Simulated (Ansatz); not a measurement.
The inner images of a band of ClH + H6O2Si2 (12 atoms, charge 0, multiplicity 1) are given out of order.

Method: Ansatz 0.2.0, RKS revPBE-D4/def2-SVP.

Image 0:

```xyz
12
Properties=species:S:1:pos:R:3
Si -0.410 -0.506 0.636
O 0.975 -1.240 -0.030
O -1.116 0.518 -0.475
Si -0.820 1.956 -1.306
H 0.120 0.246 1.815
H -1.439 -1.536 0.981
H 1.889 -2.048 1.329
Cl 2.223 -2.641 2.458
H 0.804 -1.885 -0.741
H -0.131 2.947 -0.407
H 0.047 1.684 -2.505
H -2.142 2.505 -1.755
```

Image 6:

```xyz
12
Properties=species:S:1:pos:R:3
Si -0.837 -0.871 1.170
O 1.833 -0.119 -0.235
O -1.198 0.245 0.011
Si -0.528 1.295 -1.142
H 0.159 -0.386 2.180
H -2.115 -1.282 1.829
H 2.239 -0.036 0.648
Cl -0.048 -2.638 0.327
H 1.696 -1.084 -0.322
H 0.416 2.278 -0.515
H 0.095 0.541 -2.277
H -1.713 2.056 -1.674
```

Put them in order from the first end to the last, with their energies above the first end.
A.
```xyz
12
Properties=species:S:1:pos:R:3
Si -0.815 -0.744 1.251
O 1.940 -0.309 -0.425
O -1.070 -0.067 -0.240
Si -0.542 1.305 -1.090
H -0.048 0.178 2.151
H -2.133 -1.149 1.827
H 2.176 -0.783 0.396
Cl 0.276 -2.542 1.116
H 1.539 -1.033 -0.944
H 0.185 2.249 -0.176
H 0.285 0.920 -2.278
H -1.795 1.975 -1.588
```
B.
```xyz
12
Properties=species:S:1:pos:R:3
Si -0.214 -0.569 0.981
O 1.168 -1.171 -0.179
O -0.961 0.262 -0.310
Si -0.716 1.688 -1.160
H 0.254 0.523 1.878
H -1.287 -1.550 1.288
H 1.562 -1.867 0.523
Cl 1.270 -2.105 2.285
H 0.851 -1.565 -1.019
H -0.090 2.740 -0.280
H 0.201 1.437 -2.331
H -2.038 2.178 -1.675
```
C.
```xyz
12
Properties=species:S:1:pos:R:3
Si -0.326 -0.469 0.702
O 1.028 -1.107 -0.123
O -1.192 0.492 -0.359
Si -0.816 1.865 -1.268
H 0.271 0.336 1.809
H -1.256 -1.547 1.156
H 1.762 -2.084 1.202
Cl 1.856 -2.643 2.397
H 0.810 -1.642 -0.909
H -0.125 2.882 -0.399
H 0.090 1.495 -2.411
H -2.103 2.420 -1.797
```
D.
```xyz
12
Properties=species:S:1:pos:R:3
Si -0.255 -0.508 0.787
O 1.066 -1.118 -0.177
O -1.130 0.364 -0.341
Si -0.758 1.761 -1.200
H 0.311 0.422 1.811
H -1.199 -1.556 1.275
H 1.614 -2.006 0.944
Cl 1.542 -2.336 2.278
H 0.787 -1.520 -1.022
H -0.089 2.762 -0.294
H 0.169 1.445 -2.343
H -2.057 2.291 -1.717
```
E.
```xyz
12
Properties=species:S:1:pos:R:3
Si -0.576 -0.597 1.247
O 1.811 -0.854 -0.542
O -0.845 -0.039 -0.312
Si -0.602 1.465 -1.078
H -0.107 0.552 2.078
H -1.856 -1.266 1.600
H 1.961 -1.504 0.177
Cl 0.729 -2.184 1.858
H 1.164 -1.327 -1.099
H -0.113 2.492 -0.091
H 0.364 1.340 -2.216
H -1.931 1.923 -1.620
```

C (+0.02 eV), D (+0.26 eV), B (+0.66 eV), E (+0.34 eV), A (-0.07 eV).

The run took 100 s on 2 threads of AMD EPYC 9R45 96-Core Processor (Zen 5) (shared host), peak memory 0.17 GiB.
